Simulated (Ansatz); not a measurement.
`[SH][SnH2][Cl]` + H₂Se → `[Cl][SnH2][SeH]` + H₂S at 500 K and 1 bar (ligand exchange at the Sn–S bond).

Calculated with Ansatz (gas phase, PBE0-D4/def2-TZVP geometries, no zero-point term in ΔE). CCSD(T)/CBS is the MP2 limit (def2-TZVPP, def2-QZVPP) plus CCSD(T) − MP2 in def2-TZVPP, frozen cores. This one scheme is used for every species. def2 core potentials past Kr. For Se, Sn outer-core shells are correlated without core-valence functions, which leaves a few kJ/mol of doubt a bond. Scalar relativity is left out up to krypton. Each species was taken in one conformer, which may not be the lowest.

```
          species  CCSD(T)/CBS energy (Eh)  H − E (kJ/mol)  S (J/(mol·K))
 `[SH][SnH2][Cl]`              -1073.44145            99.9          382.4
             H₂Se              -2401.89790            53.1          237.8
`[Cl][SnH2][SeH]`              -3076.37402            97.7          396.7
              H₂S               -398.97279            57.0          224.0
```

H − E and S are ideal-gas, rigid-rotor, harmonic terms from PBE0-D4/def2-TZVP, for one conformer and one mirror image of each species. 1 Eh = 2625.50 kJ/mol, R = 8.31446 J/(mol·K).

Q: By hand: ΔE, ΔH, ΔS and ΔG.

A: ΔE = (-3076.37402) + (-398.97279) − (-1073.44145) − (-2401.89790) = -0.00746 Eh = -19.6 kJ/mol. Δ(H − E) = 97.7 + 57.0 − 99.9 − 53.1 = 1.7, so ΔH = -17.9 kJ/mol. ΔS = 396.7 + 224.0 − 382.4 − 237.8 = 0.5 J/(mol·K). ΔG = -17.9 − 500 × (0.5)/1000 = -18.1 kJ/mol.

Q: By hand: the equilibrium constant, and the temperature at which ΔG would vanish if ΔH and ΔS stayed fixed.

A: log₁₀ K = −ΔG/(RT ln 10) = 1.9. ΔH and −TΔS have one sign here, so there is no such temperature.

The number of gas molecules stays the same, so ΔS is small and ΔH decides. A doubt of 5 kJ/mol in ΔE shifts log₁₀ K by 0.5 here. Other conformers and mirror images would add mixing entropy, several J/(mol·K) or more a flexible species. These are equilibria of isolated gas molecules and say nothing of rates. Largest T1 diagnostic: 0.012 (customary marks: 0.02 for closed shells, 0.045 for open ones).

ΔS is within the doubt of such terms, so its sign, and with it that verdict, could turn.
